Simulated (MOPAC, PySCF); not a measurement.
CH6OSi2, SMILES `O=C([SiH3])[SiH3]`, neutral singlet in the gas phase. 

Cartesian coordinates (Å):
```xyz
10

O      0.1738    -1.8161    -0.8704
C      0.0692    -0.7230    -0.3465
Si    -1.6638     0.1607    -0.2968
Si     1.6363     0.1261     0.4343
H     -2.6764    -0.6913    -0.9533
H     -1.5389     1.4683    -0.9849
H     -2.0165     0.4133     1.1212
H      1.3622     0.3778     1.8697
H      1.8398     1.4329    -0.2363
H      2.8143    -0.7488     0.2631
```
Charge 0, spin multiplicity 1.

All levels are single points at this geometry (B3LYP-D3(BJ)/def2-TZVP); Pople sets use spherical d functions. Orbital energies aren't observables, and empty levels follow the basis.

AM1 in MOPAC gives HOMO (eV) = -9.42.

Estimate the HOMO (eV) from each of these levels: TPSSh-D3(BJ)/def2-TZVP in PySCF; B3LYP/3-21G in PySCF; SVWN5/6-31G* in PySCF; HF/3-21G in PySCF; PM7 in MOPAC.


```json
[
 {"level": "TPSSh-D3(BJ)/def2-TZVP in PySCF", "HOMO (eV)": "-5.81"},
 {"level": "B3LYP/3-21G in PySCF", "HOMO (eV)": "-5.90"},
 {"level": "SVWN5/6-31G* in PySCF", "HOMO (eV)": "-5.06"},
 {"level": "HF/3-21G in PySCF", "HOMO (eV)": "-9.58"},
 {"level": "PM7 in MOPAC", "HOMO (eV)": "-9.06"}
]
```
